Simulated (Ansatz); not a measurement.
```csv
atom,x (Å),y (Å),z (Å)
N,0.0000,0.0000,-0.6580
O,0.0000,0.0000,0.5758
```

Basis set: 6-31G* (spherical functions). Left uncorrelated: 2 orbitals. Charge 0, multiplicity 2.

Computed with Ansatz (development build ahead of 0.2.0); each method stands on the lowest determinant of its kind that the runs found.

The atomization energy at this shape (free ground-state atoms in the same class of orbitals less the molecule, no zero-point energy) of doublet NO:

| method | atomization energy |
| --- | --- |
| UHF | 1.73 eV |

(1) What does UHF-MP2 give?

Answers

(1) 4.83 eV. Caution: the shape is not the minimum; the unrestricted determinant is spin contaminated.
